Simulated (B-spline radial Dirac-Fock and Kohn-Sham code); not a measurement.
**Hg²⁺ 5s: cross section and angular parameters**

System: Hg²⁺, configuration 1s2 2s2 2p6 3s2 3p6 3d10 4s2 4p6 4d10 4f14 5s2 5p6 5d10; threshold 145.8 eV (orbital energy of the model). Calculated with a radial atomic solver, using Dirac-Hartree-Slater photoionisation with a Latter tail; cross sections with all multipoles, angular parameters from the dipole term and its interference with E2.

For linearly polarised light dσ/dΩ = σ/(4π) [1 + β P₂(cos θ) + (δ + γ cos²θ) sin θ cos φ], with θ from the polarisation vector and φ the angle between the beam and the projection of the electron momentum on the plane normal to the polarisation.

```csv
hν (eV),σ (kb),β,γ
168,61.2,0.756,-0.144
253,55.8,1.415,0.162
429,36.2,1.689,0.397
554,27.1,1.750,0.461
638,22.7,1.777,0.483
684,20.8,1.788,0.492
747,?,?,?
800,16.9,1.809,0.506
1080,10.9,1.839,0.504
1253.6,8.78,1.852,0.489
1486.9,6.79,1.864,0.463
1920,4.55,1.880,0.401
2000,4.27,1.882,0.389
2240,3.55,1.888,0.351
3210,1.95,1.903,0.205
3450,1.73,1.906,0.173
3680,1.54,1.908,0.143
3800,1.46,1.909,0.128
5414.7,0.778,1.919,-0.032
8047.8,0.373,1.927,-0.157
9070,0.297,1.929,-0.173
10000,0.246,1.931,-0.175
11900,0.175,1.933,-0.149
```

Problem. Give the values at 747 eV.

Solution. σ = 18.5 kb, β = 1.800, γ = 0.501. For an s subshell δ is negligible.
